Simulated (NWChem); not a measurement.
Species: GaHI2; SMILES [GaH]([I])[I]

Results from NWChem. The geometry was optimised at PBE0/def2-SVP. def2 effective core potentials on I; no spin-orbit coupling. Level B3LYP/def2-SVP: energy and gradient on several grids; changes count from the extra-fine grid, which is no exact limit either.

| grid | size of the energy change (μHa) | largest change of a gradient component (μHa/bohr) |
|---|---|---|
| xcoarse | 1000 | 3000 |
| coarse | 80 | 300 |
| medium | 10 | 100 |
| fine | < 10 | < 30 |
| xfine | < 10 | < 30 |
